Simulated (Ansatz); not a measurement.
Born–Oppenheimer molecular dynamics of Cl2GeH2O (6 atoms, charge 0, multiplicity 1). It starts at the highest image of a converged band. Of that band: Neighbouring images differ by up to 1.6 eV, so the band resolves the path poorly. A vibrational analysis at the climbing image gives one clearly imaginary mode, 1509i cm⁻¹: a first-order saddle point.

Method: RHF/def2-SVP (Ansatz 0.2.0).

```json
{"ensemble": "NVE (velocity Verlet)", "time step": "0.5 fs", "steps asked": "200", "starting velocities drawn for": "300 K", "seed": "6231"}
```

First frame:

```xyz
6
Properties=species:S:1:pos:R:3
Ge 0.240 -0.006 -0.483
Cl 1.131 0.009 1.953
H 1.645 0.029 0.315
O -0.826 1.346 -0.631
H -1.756 1.219 -0.499
Cl -1.012 -1.750 -0.608
```

(1) How far do the bonds stretch over the last three quarters of this one trajectory? (Pairs bonded in most of those frames.)

Answers

(1) 
```
   bond  mean (Å)  spread (Å)  shortest  longest
Ge1–Cl2     2.270       0.243      1.90     2.62
 Ge1–H3     1.598       0.094      1.41     1.78
 Ge1–O4     1.741       0.025      1.70     1.78
Ge1–Cl6     2.153       0.044      2.09     2.21
  O4–H5     0.949       0.012      0.93     0.97
```

Mean temperature of the second half: 3222 K. The conserved energy stayed within 0.52 meV per atom of its start (net change 0.036 meV per atom), so the integration is sound. The kinetic energy rose, since the run started high on the potential surface and went downhill. A run of 0.1 ps of so small a system gives no equilibrium averages. The orbitals stay closed-shell, which can raise the energy where a bond breaks towards radicals; this wasn't checked here.

Run time: 12 min on 1 thread of Arm Neoverse N1, with other jobs on the host, peak memory 0.19 GiB.
